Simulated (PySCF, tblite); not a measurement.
Isomers of H11N2Si4 (doublet state). Computed values, GFN2-xTB/tblite, gas phase, harmonic and unscaled. The method is semi-empirical: single wavenumbers can be off by several per cent or more. Modes of hydrogen on silicon can be 10 to 20 % off. One conformer each. Open shells enter through the occupations alone, without spin polarisation, and single modes of such species can be off by tens of per cent.

Electronic energies: B3LYP/pcH-1 single points on the GFN2-xTB geometries (PySCF, gas phase).

| SMILES | electronic energy, lowest = 0 (kcal/mol) |
| --- | --- |
| N[SiH2][SiH2]N([SiH2])[SiH3] | 4.4 |
| [NH][SiH2][SiH2]N([SiH3])[SiH3] | 23.4 |
| N[SiH][SiH2]N([SiH3])[SiH3] | 0.0 |
| N[SiH2][SiH]N([SiH3])[SiH3] | 0.4 |

Question: How do GFN2-xTB zero-point energies change the relative energies?

Answer: 
```csv
SMILES,ZPE (kcal/mol),of it from modes above 1550 cm⁻¹,electronic (kcal/mol),"with ZPE, lowest = 0 (kcal/mol)",lowest mode (cm⁻¹),rings
N[SiH][SiH2]N([SiH3])[SiH3],64.7,38.2,0.0,0.0,17,0
N[SiH2][SiH]N([SiH3])[SiH3],64.8,38.3,0.4,0.5,27,0
N[SiH2][SiH2]N([SiH2])[SiH3],64.5,38.2,4.4,4.2,3,0
[NH][SiH2][SiH2]N([SiH3])[SiH3],62.5,36.9,23.4,21.2,20,0
```

The zero-point energies span 2.3 kcal/mol, from `[NH][SiH2][SiH2]N([SiH3])[SiH3]` to `N[SiH2][SiH]N([SiH3])[SiH3]`. The order is unchanged.

Question: And how do the electronic energies of GFN2-xTB itself compare?

Answer: `N[SiH][SiH2]N([SiH3])[SiH3]` 0.0; `N[SiH2][SiH]N([SiH3])[SiH3]` 0.4; `N[SiH2][SiH2]N([SiH2])[SiH3]` 9.6; `[NH][SiH2][SiH2]N([SiH3])[SiH3]` 5.2 kcal/mol, lowest = 0. Against the energies above, taken from the same isomer `N[SiH][SiH2]N([SiH3])[SiH3]`, the largest difference is 18.2 kcal/mol.
